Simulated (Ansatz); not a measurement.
Consider the homolysis of the O–Si bond: `CO[Si](N)(F)F` → `C[O]`• + `N[Si](F)F`•.

Program: Ansatz. Geometries: PBE0-D4/def2-TZVP. ΔE: electronic, gas phase. CCSD(T)/CBS is the MP2 limit (def2-TZVPP, def2-QZVPP) plus CCSD(T) − MP2 in def2-TZVPP, frozen cores. This one scheme is used for every species. DFT in def2-TZVPP. No spin–orbit coupling; open shells (•) take unrestricted orbitals. One conformer a species, not always the lowest.

| level | ΔE (kJ/mol) |
| --- | --- |
| PBE-D4 | 498.3 |
| CCSD/CBS(def2) | 546.0 |

Problem. What does CCSD(T)/CBS give? (Estimate.)

Solution. Ansatz gave: +552.5 kJ/mol. The listed levels differ from it by -54.2, -6.5 kJ/mol.

Largest T1 diagnostic among the species: 0.019.

In def2-TZVPP, CCSD(T) changes the Hartree–Fock value by +118.4 kJ/mol (the triples alone add +6.5 kJ/mol) and MP2 by +150.9 kJ/mol; breaking electron pairs costs correlation energy, which Hartree–Fock lacks. From r2SCAN to r2SCAN0 (25 % exact exchange), in def2-TZVPP and without D4, ΔE moves by +4.8 kJ/mol. Leaving LDA and LC-ωPBE aside and taking each functional with its dispersion term where it has one, the values, not all of them listed here, spread over 55.4 kJ/mol, from revPBE-D4 to ωB97M-V. LDA lies +80.3 kJ/mol from PBE without D4, its usual overbinding.
